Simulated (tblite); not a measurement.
Run record: tight-binding relaxation, `[CH3][Ge@@]([Cl])([GeH3])[O][GeH3]`.

Computed with GFN2-xTB geometry optimisation, gas phase (tblite 0.8.0). Start geometry: from a force field or distance geometry. A driver script takes a list of jobs; this job's settings line and coordinates (Å) are shown.

Command:
```bash
OMP_NUM_THREADS=1 python probes_run.py task.json out
```

Input:
```
{"job": {"kind": "relax", "xc": "GFN2-xTB", "basis": "xTB"}, "charge": 0, "multiplicity": 1}
C     -1.065100    -2.184900     0.306400
Ge    -0.123200    -0.603000    -0.323000
Cl     0.103500    -0.759600    -2.462400
Ge    -1.437700     1.323200     0.237400
O      1.486000    -0.571700     0.499000
Ge     2.292700     0.932900    -0.058000
H     -0.492700    -3.088500     0.045800
H     -1.197700    -2.119700     1.411600
H     -2.063600    -2.229200    -0.180400
H     -0.803300     2.579900    -0.377500
H     -1.495300     1.466000     1.785600
H     -2.874800     1.127800    -0.310000
H      1.632000     2.166900     0.623900
H      3.788900     0.887600     0.376200
H      2.245900     1.080400    -1.596500
```

Task: Estimate the output.

Result: 
```
step      E/eV     max force
  0    -577.07536    1.171
  1    -577.16660    1.068
  2    -577.29915    0.790
  3    -577.33419    0.554
  4    -577.38024    0.344
  5    -577.39070    0.342
  6    -577.42778    0.408
  7    -577.43911    0.400
  8    -577.46196    0.340
  9    -577.47366    0.317
... (47 lines left out)
 57    -577.63812    0.023
 58    -577.63820    0.031
 59    -577.63828    0.027
 60    -577.63833    0.014
 61    -577.63836    0.013
 62    -577.63838    0.015
 63    -577.63842    0.019
 64    -577.63846    0.019
 65    -577.63848    0.011
 66    -577.63850    0.007
```

«max force» is the largest atomic force in eV/Å.

Task: From which step on does the largest force stay under 0.1 eV/Å, and how much energy is left to gain from there?

Result: From step 38 (0.099 eV/Å), 9.6 meV above the end.

Summary of the converged run: energy lowered by 13.0 kcal/mol over 66 steps; largest atomic force 0.007 eV/Å at the end.

Task: Where do the atoms end?

Result: 0.445 Å rms from the input after alignment:
```
atom  x, y, z in Å
C1    -0.8787   -2.2892    0.3852
Ge2   -0.4334   -0.5508   -0.4807
Cl3   -0.4516   -0.8329   -2.5773
Ge4   -1.6461    1.4593    0.1361
O5     1.2828   -0.3346   -0.0650
Ge6    2.4744    0.9183    0.0017
H7    -0.1372   -3.0289    0.0963
H8    -0.8719   -2.1905    1.4666
H9    -1.8595   -2.6289    0.0651
H10   -1.0982    2.7057   -0.5006
H11   -1.6381    1.7150    1.6178
H12   -3.0906    1.3976   -0.2654
H13    1.9218    2.0575    0.8178
H14    3.6269    0.2420    0.6734
H15    2.7950    1.3686   -1.3929
```

On an Arm Neoverse V2 with one thread, shared host, this took 0.5 s wall.
Labels such as C1 count atoms from 1, the log's own numbers from 0.
